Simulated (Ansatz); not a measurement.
Coupled-cluster run, `[F][Hf]([F])([F])[SeH]`.

```yaml
crystal:
  periodic: [false, false, false]
  atoms:
    - {symbol: F, position_ang: [-0.806586, -1.369732, 1.296832]}
    - {symbol: Hf, position_ang: [0.322375, -0.500380, 0.049301]}
    - {symbol: F, position_ang: [2.143708, -0.779863, 0.471131]}
    - {symbol: F, position_ang: [-0.094853, -1.181914, -1.667648]}
    - {symbol: Se, position_ang: [-0.081318, 2.044838, 0.112318]}
    - {symbol: H, position_ang: [-1.483315, 1.787061, -0.261934]}
basis:
  gaussian: {orbitals: def2-TZVPP}
correlation: {method: ccsd_t}
output: {orbitals: {seedname: orbitals}}
```

```sh
$ ansatz run in.yaml --threads 4 --pin off --events-out ev --progress --plain --max-ram 10444MiB
```

Log, shortened:

```
Functional definition: HF
1388 factors; integrals over basis functions are off by at most 9.1e-4 eV
mean field evaluation 1: about -74735.3773 eV, gradient 5.6e1 eV
mean field evaluation 2: about -74735.5198 eV, gradient 5.6e1 eV
mean field evaluation 4: about -74740.9618 eV, gradient 2.2e0 eV
mean field evaluation 8: about -74741.0253 eV, gradient 2.5e-1 eV
mean field -74741.02576866 eV, -2746.6820357113 hartree, gradient 2.1e-6 eV, S^2 0.000000; 0 other end points of the search recorded, 0 dependent functions left out
12 core orbitals not correlated: weight in the atoms' cores, before any rotation towards them, 1.000 or more for the frozen orbitals, at most 0.000 for the correlated occupied ones
reference -74741.02576866 eV, -2746.6820357113 hartree; 25, 25 occupied and 174, 174 virtual orbitals, 1388 factors
second order -36.53046974 eV of doubles, -0.00000000 eV of singles
cycle   1  -35.40470018 eV  change     1.1e0 eV  update   1.7e-1
cycle   2  -36.24571962 eV  change   -8.4e-1 eV  update   6.7e-2
cycle   3  -36.47075485 eV  change   -2.3e-1 eV  update   2.8e-2
cycle   4  -36.44610982 eV  change    2.5e-2 eV  update   7.9e-3
cycle   5  -36.43390353 eV  change    1.2e-2 eV  update   2.6e-3
cycle   6  -36.43548645 eV  change   -1.6e-3 eV  update   9.2e-4
cycle   7  -36.43556191 eV  change   -7.5e-5 eV  update   3.0e-4
cycle   8  -36.43526313 eV  change    3.0e-4 eV  update   1.3e-4
cycle   9  -36.43531021 eV  change   -4.7e-5 eV  update   4.5e-5
cycle  10  -36.43536733 eV  change   -5.7e-5 eV  update   1.7e-5
perturbative correction -1.28189010 eV, -0.0471085923 hartree
Total energy: -74778.74302609 eV, -2748.0681193561 hartree
```

It took 3 min on 4 threads of an Arm Neoverse V2 on a shared host, with 3.7 GiB of host memory at the peak.

MP2 recovers 96.9 % of the CCSD(T) correlation energy and the triples give 3.4 %; T1 = 0.0150.
